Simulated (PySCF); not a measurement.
CH10N2Si3, SMILES C[Si@H]1N[Si@@H](N)[SiH2]1. Geometry: PBE0-D3(BJ)/def2-SVP. The structure was generated by enumeration; whether it is a known compound was not checked. The values are those of a single conformer.

**Question.** Give the equilibrium geometry at PBE0-D3(BJ)/def2-SVP (PySCF confirms it by a frequency run) as Cartesian coordinates in Å. (The exact figures need the calculation; the answer reports its results.)

**Answer.** This is not unique; one that fits is 
```xyz
16

C      2.6366    -0.5370     0.9539
Si     1.2555    -0.7549    -0.3014
N     -0.2986    -1.1510     0.4297
Si    -1.5104     0.0328    -0.0118
N     -2.3174     0.6940     1.3641
Si     0.2167     1.1616    -1.1754
H      2.8322    -1.4782     1.4929
H      3.5695    -0.2360     0.4515
H      2.3750     0.2352     1.6930
H      1.6990    -1.7742    -1.3095
H     -0.4891    -1.9753     0.9940
H     -2.6339    -0.4829    -0.8585
H     -1.8188     1.2438     2.0541
H     -3.2881     0.9757     1.2937
H      0.1140     1.2950    -2.6615
H      0.6684     2.4646    -0.5903
```
